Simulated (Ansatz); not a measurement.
```yaml
crystal:
  periodic: [false, false, false]
  atoms:
    - {symbol: O, position_ang: [-1.785598, 2.162835, 1.549929]}
    - {symbol: In, position_ang: [-0.254193, 1.253971, 0.738008]}
    - {symbol: S, position_ang: [1.959577, 1.889185, 0.863459]}
    - {symbol: O, position_ang: [-0.725567, -0.369126, -0.197317]}
    - {symbol: Si, position_ang: [0.042722, -1.569809, -0.998587]}
    - {symbol: H, position_ang: [-2.581851, 1.690833, 1.420991]}
    - {symbol: H, position_ang: [2.352452, 0.827493, 0.188770]}
    - {symbol: H, position_ang: [-0.392424, -1.699691, -2.322013]}
    - {symbol: H, position_ang: [-0.068275, -2.957150, -0.249549]}
    - {symbol: H, position_ang: [1.570427, -1.223785, -0.970209]}
basis:
  gaussian: {orbitals: def2-TZVPD, point_charges: [{charge: 1.00, position_ang: [6.041, -0.414, -0.433]}]}
hamiltonian: {xc: {name: PBE}}
correlation: {method: rpa}
scf: {max_iter: 3}
```

```sh
$ ansatz run in.yaml --threads 4 --pin off --events-out ev --progress --plain --max-ram 10444MiB
```

Output, abridged:

```
Error: invalid value for `basis.gaussian`: such a run doesn't read scf.max_iter; remove what it names
```

In this input the input holds a key that doesn't belong there. The program refused the input.
